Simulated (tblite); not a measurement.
Species: C₆H₉GeNS.
Numbering: `[CH3:1][S:2][C:3]1=[CH:4][GeH2:5][C@H:6]([C:7]#[N:8])[CH2:9]1` (hydrogens: H10, H11, H12 on C1; H13 on C4; H14, H15 on Ge5; H16 on C6; H17, H18 on C9)

Computed with GFN2-xTB (tblite), gas phase: L-BFGS steps from a force-field or distance-geometry start until the largest atomic force falls under 0.01 eV/Å.

Step 31: E = -692.4840 eV
```
atom  x, y, z in Å  |  force x, y, z in eV/Å
C1      3.2857   -0.4655   -0.5288    0.011  -0.003   0.001
S2      1.8895   -1.3995    0.1551    0.065   0.035  -0.020
C3      0.5230   -0.3468   -0.1472    0.033   0.005   0.005
C4      0.5272    0.8373   -0.7645   -0.011   0.025  -0.017
Ge5    -1.2794    1.5349   -0.8753   -0.001   0.035  -0.013
C6     -1.9544   -0.2774   -0.3423   -0.004  -0.011   0.019
C7     -3.1378   -0.2603    0.4512   -0.011  -0.011  -0.034
N8     -4.0831   -0.2208    1.0955   -0.040   0.010   0.047
C9     -0.7648   -0.8998    0.4026    0.027  -0.009  -0.016
H10     3.4558    0.4316    0.0604   -0.019  -0.016  -0.002
H11     3.0895   -0.2164   -1.5677   -0.001  -0.037   0.007
H12     4.1434   -1.1270   -0.4598    0.022   0.021   0.001
H13     1.4123    1.3085   -1.1532    0.007  -0.023   0.030
H14    -1.7568    1.9510   -2.2408    0.004   0.036   0.002
H15    -1.6224    2.6252    0.1051   -0.009   0.004  -0.031
H16    -2.1572   -0.8390   -1.2611   -0.010  -0.018   0.029
H17    -0.7625   -1.9900    0.3286   -0.047   0.003   0.023
H18    -0.8166   -0.6396    1.4659   -0.015  -0.047  -0.033
```

Step 32: E = -692.4846 eV
```
atom  x, y, z in Å  |  force x, y, z in eV/Å
C1      3.2829   -0.4648   -0.5293    0.041   0.011  -0.017
S2      1.8904   -1.3998    0.1556    0.033   0.028  -0.019
C3      0.5229   -0.3480   -0.1471    0.024   0.014   0.007
C4      0.5279    0.8378   -0.7620   -0.005  -0.009   0.000
Ge5    -1.2775    1.5371   -0.8750   -0.001  -0.011  -0.006
C6     -1.9548   -0.2763   -0.3414   -0.005  -0.004   0.016
C7     -3.1378   -0.2608    0.4533   -0.042  -0.004  -0.007
N8     -4.0819   -0.2225    1.1003    0.011   0.007   0.008
C9     -0.7650   -0.9020    0.4016    0.014   0.003  -0.026
H10     3.4484    0.4361    0.0550   -0.011  -0.013   0.011
H11     3.0914   -0.2201   -1.5700   -0.018  -0.039  -0.003
H12     4.1427   -1.1228   -0.4569    0.032   0.018   0.012
H13     1.4155    1.3070   -1.1467    0.006  -0.009   0.020
H14    -1.7522    1.9475   -2.2418   -0.002   0.043  -0.014
H15    -1.6213    2.6294    0.1000   -0.013   0.021  -0.014
H16    -2.1582   -0.8358   -1.2616   -0.011  -0.014   0.036
H17    -0.7648   -1.9921    0.3246   -0.041   0.011   0.025
H18    -0.8172   -0.6435    1.4651   -0.011  -0.052  -0.030
```

Problem. Estimate the geometry and energy of step 33. (The exact step hangs on the optimiser's Hessian estimate; all steps are aligned on step 32, rigid shifts and turns removed.)

Solution. E = -692.4852 eV, largest force 0.068 eV/Å
```
atom  x, y, z in Å  |  force x, y, z in eV/Å
C1      3.2812   -0.4640   -0.5300    0.059   0.020  -0.027
S2      1.8919   -1.3997    0.1556   -0.002   0.010  -0.009
C3      0.5234   -0.3487   -0.1467    0.007   0.016   0.006
C4      0.5284    0.8383   -0.7599    0.002  -0.034   0.014
Ge5    -1.2759    1.5388   -0.8750   -0.004  -0.045  -0.002
C6     -1.9551   -0.2753   -0.3404   -0.007   0.005   0.007
C7     -3.1384   -0.2612    0.4548   -0.055   0.003   0.020
N8     -4.0809   -0.2238    1.1049    0.048   0.005  -0.024
C9     -0.7649   -0.9038    0.4001   -0.005   0.010  -0.026
H10     3.4415    0.4397    0.0507    0.001  -0.004   0.017
H11     3.0924   -0.2243   -1.5720   -0.026  -0.034  -0.016
H12     4.1429   -1.1188   -0.4541    0.043   0.015   0.020
H13     1.4183    1.3056   -1.1408    0.007   0.007   0.010
H14    -1.7482    1.9453   -2.2430   -0.006   0.046  -0.024
H15    -1.6206    2.6335    0.0952   -0.015   0.031  -0.001
H16    -2.1592   -0.8334   -1.2613   -0.013  -0.012   0.034
H17    -0.7676   -1.9937    0.3216   -0.030   0.009   0.017
H18    -0.8179   -0.6481    1.4639   -0.005  -0.047  -0.016
```

The energy changes by -0.0006 eV. The first-order estimate −F·Δx gives -0.0008 eV and the mean of the old and new forces, exact on a quadratic surface, -0.0006 eV. The step makes an angle of 73° with the force vector and moves no atom by more than 0.009 Å.

The cost below is that of the whole relaxation. Hardware: an Arm Neoverse V1 with one thread, on a shared host. Cost: 0.88 s of wall time.
